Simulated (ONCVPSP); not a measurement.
# Pseudopotential generation for bismuth (Bi): ONCV, PBE, scalar-relativistic.

ONCVPSP 4.0.1 was run on this input:

```
# ATOM AND REFERENCE CONFIGURATION
# atsym  z   nc   nv     iexc    psfile
  Bi 83.00   13    2        4      upf
#
#   n    l    f
    1    0    2.00
    2    0    2.00
    2    1    6.00
    3    0    2.00
    3    1    6.00
    3    2   10.00
    4    0    2.00
    4    1    6.00
    4    2   10.00
    4    3   14.00
    5    0    2.00
    5    1    6.00
    5    2   10.00
    6    0    1.50
    6    1    3.50
#
# PSEUDOPOTENTIAL AND OPTIMIZATION
# lmax
    2
#
#   l,   rc,      ep,       ncon, nbas, qcut
    0    1.90    0.00    3    7    3.10
    1    2.70    0.00    3    6    3.00
    2    2.40    0.09    3    8    4.60
#
# LOCAL POTENTIAL
# lloc, lpopt,  rc(5),   dvloc0
    0    5    1.90    0.00
#
# VANDERBILT-KLEINMAN-BYLANDER PROJECTORs
# l, nproj, debl
    0    0    1.00
    1    2    1.60
    2    2    1.90
#
# MODEL CORE CHARGE
# icmod, fcfact, rcfact
    3    5.00    1.20
#
# LOG DERIVATIVE ANALYSIS
# epsh1, epsh2, depsh
   -2.00    5.00    0.02
#
# OUTPUT GRID
# rlmax, drl
    6.00    0.01
#
# TEST CONFIGURATIONS
# ncnf
    4
# nvcnf
#   n    l    f
    2
    6    0    2.00
    6    1    3.00
#
    2
    6    0    2.00
    6    1    2.00
#
    2
    6    0    2.00
    6    1    1.00
#
    2
    6    0    2.00
    6    1    0.00
#
```

Command:

```bash
oncvpsp.x < Bi.dat > Bi.out
```

Output (shortened: citation, most of the input echo, consistency checks and plot data are left out):

```
ONCVPSP  (Optimized Norm-Conservinng Vanderbilt PSeudopotential)
scalar-relativistic version 4.0.1

#   n    l    f        energy (Ha)
    1    0    2.00    -3.3327875E+03
    2    0    2.00    -5.9882692E+02
    2    1    6.00    -5.1211397E+02
    3    0    2.00    -1.4457504E+02
    3    1    6.00    -1.1980896E+02
    3    2   10.00    -9.4974657E+01
    4    0    2.00    -3.3210467E+01
    4    1    6.00    -2.5098289E+01
    4    2   10.00    -1.5837325E+01
    4    3   14.00    -5.6405691E+00
    5    0    2.00    -5.8314191E+00
    5    1    6.00    -3.5552209E+00
    5    2   10.00    -1.0254738E+00
    6    0    1.50    -5.5123838E-01
    6    1    3.50    -1.8058192E-01

Reference configufation results
  iterations    22
  all-electron total energy (Ha)   -2.15305872D+04

Begin loop to  construct optimized pseudo wave functions
and semi-local pseudopoentials for all angular momenta

Calculating optimized projector #   1

 for l=   0

    Fraction of norm inside rc  0.395984
    Optimizing pswf for qcut=   3.10 a_B^-1,  ecut=   4.81 Ha
    Residual kinetic energy error=  7.63D-03 Ha

    Energy error per electron        Cutoff
         Ha          eV             Ha
         0.01000     0.27211        4.57
         0.00100     0.02721       21.10
         0.00010     0.00272       41.43
         0.00001     0.00027       87.55

   Wellstate for l =  1  n =  8
     eigenvalue =   1.4194
     asymptotic potential =   1.9194
     half-point radius =  5.2004

Calculating optimized projector #   1

 for l=   1

    Fraction of norm inside rc  0.455883
    Optimizing pswf for qcut=   3.00 a_B^-1,  ecut=   4.49 Ha
    Residual kinetic energy error=  3.92D-04 Ha

    Energy error per electron        Cutoff
         Ha          eV             Ha
         0.01000     0.27211        1.34
         0.00100     0.02721        3.46
         0.00010     0.00272       12.62
         0.00001     0.00027       22.38

Calculating optimized projector #   2

 for l=   1

    Fraction of norm inside rc  0.145539
    Optimizing pswf for qcut=   3.00 a_B^-1,  ecut=   4.49 Ha
    Residual kinetic energy error=  6.69D-03 Ha

    Energy error per electron        Cutoff
         Ha          eV             Ha
         0.01000     0.27211        3.99
         0.00100     0.02721        8.40
         0.00010     0.00272       18.77
         0.00001     0.00027       24.06

   Wellstate for l =  2  n =  6
     eigenvalue =   0.0900
     asymptotic potential =   0.5900
     half-point radius = 11.1612

   Wellstate for l =  2  n =  8
     eigenvalue =   1.9900
     asymptotic potential =   2.4900
     half-point radius =  5.1176

Calculating optimized projector #   1

 for l=   2

    Fraction of norm inside rc  0.031235
    Optimizing pswf for qcut=   4.60 a_B^-1,  ecut=  10.57 Ha
    Residual kinetic energy error=  1.16D-04 Ha

    Energy error per electron        Cutoff
         Ha          eV             Ha
         0.01000     0.27211        1.96
         0.00100     0.02721        8.08
         0.00010     0.00272       11.89
         0.00001     0.00027       52.50

Calculating optimized projector #   2

 for l=   2

    Fraction of norm inside rc  0.161936
    Optimizing pswf for qcut=   4.60 a_B^-1,  ecut=  10.57 Ha
    Residual kinetic energy error=  1.51D-02 Ha

    Energy error per electron        Cutoff
         Ha          eV             Ha
         0.01000     0.27211       11.55
         0.00100     0.02721       52.50
         0.00010     0.00272       89.26

Construct Vanderbilt / Kleinmman-Bylander projectors

B matrix Hermiticity error, ll=   1
   1   2   -9.2102E-05

  Orthonormal projector coefficients  1.7445E+00  1.3041E+00

B matrix Hermiticity error, ll=   2
   1   2   -4.8700E-05

  Orthonormal projector coefficients -6.8019E+00  1.0790E+00

Model core correction analysis
  based on d2Exc/dn_idn_j

d2excae - all-electron derivatives

   -2.300079D-02   -1.694756D-02
   -1.694690D-02   -2.075661D-02

d2excps - pseudofunction derivatives with no core correction

   -4.029337D-02   -2.322371D-02
   -2.322919D-02   -2.283394D-02

rms 2nd derivative error    9.775046E-03

rmatch, rhocmatch    1.9743    0.5422

Teter function model core charge with specified parameters

d2excps - pseudofunction derivatives with core correction

   -2.816668D-02   -1.862842D-02
   -1.862859D-02   -2.128855D-02

rms 2nd derivative error    2.855817E-03

Pseudoatom total energy   -5.309529

Diagnostic tests using Vanderbilt-Kleinman-Bylander pseudopotentials
  1 or more projectors used as specified by nproj input data

   l    rcore       rmatch      e in        delta e   norm test  slope test

   0   1.9046584   1.9624880  -0.5512384   0.0000367   1.0000259   1.0005843

   1   2.7108030   2.7931089  -0.1805819   0.0000210   1.0000559   1.0003775
   1   2.7108030   2.7931089   1.4194181   0.0000210   1.0001631   1.0001631

   2   2.4051288   2.4781538   0.0900000  -0.0005823   1.0023614   1.0023614
run_diag: lschvkbbe ERROR   2   3   2  60  1.99000001E+00  1.74100001E+00
   2   2.4051288   2.4781538   1.9900000  -0.2490000   2.5924786   4.2891938

 Testing for bound ghosts
   n   l    E NL Schr. Eq   E Basis Diag.   E Cutoff

   2   1       -0.180561       -0.178721     20.88

       2                       -0.244931     58.80  WARNING - GHOST(-)

 Testing for highly-localized positive-energy ghosts
       l    <radius>/rc     E Basis Diag.   E Cutoff

Test configuration 0

   n   l     f        eae           eps        diff
   1   0  2.0000-3332.78747493
   2   0  2.0000 -598.82691645
   2   1  6.0000 -512.11396863
   3   0  2.0000 -144.57503803
   3   1  6.0000 -119.80896074
   3   2 10.0000  -94.97465744
   4   0  2.0000  -33.21046702
   4   1  6.0000  -25.09828885
   4   2 10.0000  -15.83732472
   4   3 14.0000   -5.64056912
   5   0  2.0000   -5.83141913
   5   1  6.0000   -3.55522089
   5   2 10.0000   -1.02547378
   6   0  1.5000   -0.55123838   -0.55120167    3.67D-05
   6   1  3.5000   -0.18058192   -0.18056097    2.10D-05

    Total energies and differences
      AE_ref= -2.15305872D+04  AE_tst= -2.15305872D+04  dif=  0.00D+00
      PS_ref= -5.30952876D+00  PS_tst= -5.30952876D+00  dif= -2.04D-14
      PSP excitation error=  2.04D-14

Test configuration 1

   n   l     f        eae           eps        diff
   1   0  2.0000-3332.75421798
   2   0  2.0000 -598.79428078
   2   1  6.0000 -512.08138403
   3   0  2.0000 -144.54214705
   3   1  6.0000 -119.77607724
   3   2 10.0000  -94.94182022
   4   0  2.0000  -33.17748489
   4   1  6.0000  -25.06533529
   4   2 10.0000  -15.80441584
   4   3 14.0000   -5.60767186
   5   0  2.0000   -5.79868576
   5   1  6.0000   -3.52272823
   5   2 10.0000   -0.99525491
   6   0  2.0000   -0.53201880   -0.53151082    5.08D-04
   6   1  3.0000   -0.16798113   -0.16762951    3.52D-04

    Total energies and differences
      AE_ref= -2.15305872D+04  AE_tst= -2.15307709D+04  dif= -1.84D-01
      PS_ref= -5.30952876D+00  PS_tst= -5.49317593D+00  dif= -1.84D-01
      PSP excitation error= -2.25D-06

Test configuration 2

   n   l     f        eae           eps        diff
   1   0  2.0000-3333.05543613
   2   0  2.0000 -599.09456519
   2   1  6.0000 -512.38174460
   3   0  2.0000 -144.84215052
   3   1  6.0000 -120.07608831
   3   2 10.0000  -95.24180094
   4   0  2.0000  -33.47732570
   4   1  6.0000  -25.36515734
   4   2 10.0000  -16.10420016
   4   3 14.0000   -5.90741012
   5   0  2.0000   -6.09791913
   5   1  6.0000   -3.82194559
   5   2 10.0000   -1.29325378
   6   0  2.0000   -0.81253368   -0.81326994   -7.36D-04
   6   1  2.0000   -0.42038539   -0.42017608    2.09D-04

    Total energies and differences
      AE_ref= -2.15305872D+04  AE_tst= -2.15304800D+04  dif=  1.07D-01
      PS_ref= -5.30952876D+00  PS_tst= -5.20260903D+00  dif=  1.07D-01
      PSP excitation error=  2.33D-04

Test configuration 3

   n   l     f        eae           eps        diff
   1   0  2.0000-3333.40610918
   2   0  2.0000 -599.44336830
   2   1  6.0000 -512.73069052
   3   0  2.0000 -145.19035973
   3   1  6.0000 -120.42431021
   3   2 10.0000  -95.58997175
   4   0  2.0000  -33.82515042
   4   1  6.0000  -25.71293290
   4   2 10.0000  -16.45189017
   4   3 14.0000   -6.25499593
   5   0  2.0000   -6.44427639
   5   1  6.0000   -4.16807317
   5   2 10.0000   -1.63658387
   6   0  2.0000   -1.12842244   -1.13260752   -4.19D-03
   6   1  1.0000   -0.70538934   -0.70677145   -1.38D-03

    Total energies and differences
      AE_ref= -2.15305872D+04  AE_tst= -2.15299197D+04  dif=  6.67D-01
      PS_ref= -5.30952876D+00  PS_tst= -4.64156735D+00  dif=  6.68D-01
      PSP excitation error= -4.78D-04

Test configuration 4

   n   l     f        eae           eps        diff
   1   0  2.0000-3333.79630808
   2   0  2.0000 -599.83066026
   2   1  6.0000 -513.11819751
   3   0  2.0000 -145.57669255
   3   1  6.0000 -120.81066066
   3   2 10.0000  -95.97625210
   4   0  2.0000  -34.21082918
   4   1  6.0000  -26.09852509
   4   2 10.0000  -16.83734096
   4   3 14.0000   -6.64027407
   5   0  2.0000   -6.82744064
   5   1  6.0000   -4.55066436
   5   2 10.0000   -2.01443891
   6   0  2.0000   -1.46991859   -1.47962902   -9.71D-03

    Total energies and differences
      AE_ref= -2.15305872D+04  AE_tst= -2.15290619D+04  dif=  1.53D+00
      PS_ref= -5.30952876D+00  PS_tst= -3.78043932D+00  dif=  1.53D+00
      PSP excitation error= -3.77D-03
```

Note: ghosts flagged at negative energy: d at -6.7 eV; no localised positive-energy state flagged. A true bound ghost makes a file unfit for plane-wave use.

The run took about 2.9 s on one core of a shared server CPU.
